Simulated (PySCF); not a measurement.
Excitation energies in several basis sets

Species: C4H9B.
SMILES with atom numbers: `[BH2:1][CH2:2][C:3](=[CH2:4])[CH3:5]` (hydrogens: H6, H7 on B1; H8, H9 on C2; H10, H11 on C4; H12, H13, H14 on C5)

Cartesian coordinates in Å at the PBE0-D3(BJ)/def2-SVP level; atoms count from 1:
```xyz
14
C4H9B angstrom
B      1.8973    0.3338   -0.3602
C      0.5674   -0.3693   -0.7730
C     -0.6178   -0.2098    0.1357
C     -1.1081   -1.2384    0.8380
C     -1.2018    1.1677    0.2247
H      1.9313    1.2040    0.4809
H      2.9245    0.0389   -0.9297
H      0.3650    0.1100   -1.7605
H      0.7558   -1.4263   -1.0271
H     -0.6785   -2.2413    0.7578
H     -1.9554   -1.1110    1.5173
H     -1.5850    1.4926   -0.7583
H     -0.4358    1.9035    0.5214
H     -2.0267    1.2179    0.9485
```

TDDFT with PBE0 (PySCF), vertical singlets, core orbitals frozen in the response, spherical d and f functions. Isolated species at its PBE0-D3(BJ)/def2-SVP geometry (one conformer only).

| basis | functions | diffuse | S1 (eV) | S2 (eV) | S3 (eV) | S4 (eV) | S5 (eV) | LUMO (eV) | α (au) |
| --- | --- | --- | --- | --- | --- | --- | --- | --- | --- |
| 6-31G* | 88 | no | 4.48 | 6.00 | 6.65 | 7.47 | 7.61 | -0.96 | 54.5 |
| def2-SVP | 115 | no | 4.39 | 5.83 | 6.55 | 7.25 | 7.45 | -1.25 | 57.4 |
| def2-SVPD | 172 | yes | 4.40 | 5.82 | 6.48 | 6.55 | 6.99 | -1.35 | 65.5 |
| def2-TZVP | 209 | no | 4.37 | 5.82 | 6.52 | 6.79 | 7.12 | -1.34 | 64.0 |

How much do these states and the polarisability depend on the basis?

States are compared by their number. Against the only diffuse basis here (def2-SVPD, itself not a converged limit), sets without diffuse functions differ by up to 0.08 eV in S1 and 0.62 eV in S5. State by state, the largest deviation of a set without diffuse functions is S1 0.08, S2 0.18, S3 0.17, S4 0.93, S5 0.62 eV. The same number needn't mean the same state in each row. Against def2-SVPD the polarisability deviates by -17% in 6-31G*, -12% in def2-SVP, -2% in def2-TZVP.
